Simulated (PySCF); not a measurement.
# Molecular orbitals of SbC

BLYP at R = 1.878 Å; basis Sb def2-SVP with ECP28, C def2-SVP; scalar-relativistic core potentials; PySCF 2.14. State: ²Σ⁺ (doublet), unpaired electrons σ ↑. Only the outer orbitals are listed, counted within each symmetry, core potentials removing the inner ones.

```json
{"spin": "α", "orbital": "5σ", "occ.": "1", "ε (eV)": "-16.02", "on Sb (%)": "52", "main shells (%)": "44 C s, 44 Sb s"}
{"spin": "α", "orbital": "6σ", "occ.": "1", "ε (eV)": "-10.89", "on Sb (%)": "59", "main shells (%)": "47 Sb s, 36 C s, 11 Sb p"}
{"spin": "α", "orbital": "7σ", "occ.": "1", "ε (eV)": "-6.81", "on Sb (%)": "37", "main shells (%)": "56 C p, 31 Sb p"}
{"spin": "α", "orbital": "3π", "occ.": "1", "ε (eV)": "-6.12", "on Sb (%)": "47", "main shells (%)": "52 C p, 46 Sb p"}
{"spin": "α", "orbital": "3π", "occ.": "1", "ε (eV)": "-6.12", "on Sb (%)": "47", "main shells (%)": "52 C p, 46 Sb p"}
{"spin": "α", "orbital": "4π", "occ.": "0", "ε (eV)": "-2.81", "on Sb (%)": "57", "main shells (%)": "54 Sb p, 43 C p"}
{"spin": "α", "orbital": "4π", "occ.": "0", "ε (eV)": "-2.81", "on Sb (%)": "57", "main shells (%)": "54 Sb p, 43 C p"}
{"spin": "α", "orbital": "8σ", "occ.": "0", "ε (eV)": "0.63", "on Sb (%)": "102", "main shells (%)": "84 Sb p, 11 Sb s, 11 C p"}
{"spin": "β", "orbital": "5σ", "occ.": "1", "ε (eV)": "-15.47", "on Sb (%)": "59", "main shells (%)": "52 Sb s, 36 C s"}
{"spin": "β", "orbital": "6σ", "occ.": "1", "ε (eV)": "-10.14", "on Sb (%)": "62", "main shells (%)": "43 Sb s, 37 C s, 18 Sb p"}
{"spin": "β", "orbital": "3π", "occ.": "1", "ε (eV)": "-5.83", "on Sb (%)": "61", "main shells (%)": "60 Sb p, 39 C p"}
{"spin": "β", "orbital": "3π", "occ.": "1", "ε (eV)": "-5.83", "on Sb (%)": "61", "main shells (%)": "60 Sb p, 39 C p"}
{"spin": "β", "orbital": "7σ", "occ.": "0", "ε (eV)": "-5.03", "on Sb (%)": "32", "main shells (%)": "50 C p, 29 Sb p, 18 C s"}
{"spin": "β", "orbital": "4π", "occ.": "0", "ε (eV)": "-2.40", "on Sb (%)": "44", "main shells (%)": "56 C p, 40 Sb p"}
{"spin": "β", "orbital": "4π", "occ.": "0", "ε (eV)": "-2.40", "on Sb (%)": "44", "main shells (%)": "56 C p, 40 Sb p"}
```

Q: Which are the highest filled and the lowest empty level, where do they sit, and how wide is the gap?

A: Highest filled β 3π at -5.83 eV (in %: 60 Sb p, 39 C p); lowest empty β 7σ at -5.03 eV (in %: 50 C p, 29 Sb p, 18 C s); the gap at BLYP is 0.80 eV.

- bond order (Mayer): 2.84
- ⟨S²⟩: 0.788
- charge on Sb (Mulliken, basis-dependent): 0.16
- charge on Sb (Löwdin, basis-dependent): 0.24
- dipole moment (positive dipole means Sb(−)C(+)): -2.13 D

Shares are Mulliken populations and can fall outside 0 to 100 %.

Spin–orbit coupling is left out. The state was picked by a PBE0 search and need not be the measured ground state.
